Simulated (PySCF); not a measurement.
**Dipole response of Ru²³⁺ (ruthenium, charge +23)**

[Ar] 3d3, high-spin 4F determinant. All numbers are calculated (PySCF 2.14, scalar relativity by spin-free X2C-1e, in an even-tempered Gaussian basis (19 s from 2.5 bohr⁻², ratio 2.5; 12 p from 3.2 bohr⁻², ratio 2.5; 8 d from 3.2 bohr⁻², ratio 2.5; 4 f from 12 bohr⁻², ratio 2.7; 3 g from 19 bohr⁻², ratio 2.7)). Coupled (time-dependent) response in atomic units; α is the mean over directions.

| method | mean α (bohr³) | C₆ (like pair) | S(−4) |
| --- | --- | --- | --- |
| PBE0 | 0.03457 | 0.009654 | 0.0005651 |

S(−4) is the Cauchy moment in α(ω) = α(0) + S(−4) ω² + …

Spin-orbit coupling is absent.

α(iu) at PBE0:

| u (hartree) | α(iu) (bohr³) |
| --- | --- |
| 0 | 0.03457 |
| 1.00 | 0.03402 |
| 2.00 | 0.03250 |
| 4.00 | 0.02793 |
| 6.00 | 0.02330 |
| 8.00 | 0.01960 |
| 10.0 | 0.01681 |
| 15.0 | 0.01238 |
| 20.0 | 0.009747 |
| 30.0 | 0.006580 |
| 50.0 | 0.003542 |

A single London oscillator, α(iu) = α/(1 + u²/ω²), gives C₆ = (3/4) ω α². Matching the computed C₆ needs ω = 4 × 0.009654 / (3 × 0.03457²) = 10.8 hartree.

For an ion, C₆ is the dispersion term alone; charge-induced terms of lower order in 1/R come first.

Spin-orbit coupling, absent here, splits the open shell strongly.
